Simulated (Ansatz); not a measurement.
Input for Ansatz (a program for electronic structure): R-SVWN5/def2-TZVPPD on CH6OS (a complex). Files ending in .json are basis or fitting sets from the Basis Set Exchange.

Ansatz 0.2 input:
```yaml
crystal:
  periodic: [false, false, false]
  atoms:
    - {symbol: O, position_ang: [-0.03098846, 0.48258715, 0.03750103]}
    - {symbol: H, position_ang: [-0.75444394, 0.09814165, -0.46915380]}
    - {symbol: H, position_ang: [0.77515782, 0.20624057, -0.41157500]}
    - {symbol: C, position_ang: [-0.29542186, 0.84054032, 4.20207999]}
    - {symbol: S, position_ang: [-0.13579779, -0.76544912, 3.35361443]}
    - {symbol: H, position_ang: [-1.20275611, 1.35780412, 3.89694770]}
    - {symbol: H, position_ang: [-0.35417361, 0.62542928, 5.26768413]}
    - {symbol: H, position_ang: [0.57243080, 1.47041200, 4.01759533]}
    - {symbol: H, position_ang: [-0.08294498, -0.27840426, 2.09942329]}
basis:
  gaussian:
    orbitals: def2-TZVPPD.json
hamiltonian:
  xc: {name: SVWN5}
scf: {lower_state_search: off}
```

Program output:

```
WARN ansatz: RAYON_NUM_THREADS=1 ignored (pool sized by the plan → 1); use --threads N
Functional definition: SVWN5
these checks for a lower state are left out or cut short: stability, starts, cluster_reference, orbital_swaps, neighbouring_geometries, increment
integrals: 0.12 GiB planned
1030 factors; their error is unknown
mean field: 0.94 GiB planned
mean field evaluation 1: about -13943.2665 eV, gradient 8.2e1 eV
mean field evaluation 2: about -13901.6315 eV, gradient 1.6e2 eV
mean field evaluation 4: about -13955.7495 eV, gradient 1.4e1 eV
mean field evaluation 8: about -13956.1549 eV, gradient 2.6e-1 eV
mean field evaluation 16: about -13956.1276 eV, gradient 1.7e-4 eV
mean field -13956.12756096 eV, -512.8782280623 hartree, gradient 2.9e-6 eV, S^2 0.000000; 0 other end points of the search recorded, 0 dependent functions left out
reference -13956.12762492 eV, -512.8782304127 hartree; 18, 18 occupied and 212, 212 virtual orbitals, 1030 factors
Total energy: -13956.12762492 eV, -512.8782304127 hartree
Checks for a lower state left out: stability, starts, cluster_reference, orbital_swaps, neighbouring_geometries, increment
```

The calculation finished and met its thresholds.

Cost: around 2.3 core-seconds (rough).
